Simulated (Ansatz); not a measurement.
A made-up structure of ZnBH₂F, singlet:

B1  (-0.648, 0.469, -0.444)
Zn2  (0.792, -0.570, 0.545)
F3  (2.038, -1.475, 1.398)
H4  (2.214, -1.819, 2.222)
H5  (-0.663, 1.665, -0.456)
(Å)

It is relaxed with PBE-D4/def2-SVP and then PBE0-D4/def2-TZVP (Ansatz 0.2.0). Atoms count as bonded within 1.22 times the sum of their covalent radii (H–H: 0.88 Å). The end point is not checked to be a true minimum.

(1) Does its bonding change? (Judge from chemistry; the calculation decides.)

Answers

(1) The calculation gives: Yes. Formed: none; broken: Zn2–F3.

Where it ends: The first stage lowers the energy by 1.27 eV in 17 steps. It ends as a complex of ZnBH ([BH][Zn]) + HF:
```csv
atom,x (Å),y (Å),z (Å)
B1,-0.7928,0.5098,-0.7080
Zn2,0.8126,0.2312,0.7901
F3,2.0070,-2.1176,1.6275
H4,2.6704,-2.0828,2.2683
H5,-0.9647,1.7301,-0.7123
```

Labels in which every atom is bracketed show which atoms are joined, not bond orders.

For scale, one of the runs: PBE0-D4/def2-TZVP relaxation, 122 basis functions, launched by `ansatz run in.yaml --threads 2 --pin off --events-out ev --progress --plain --max-ram 4352MiB`. The run took about 17 s on 2 CPU threads of an Intel Xeon 6975P-C (shared host).
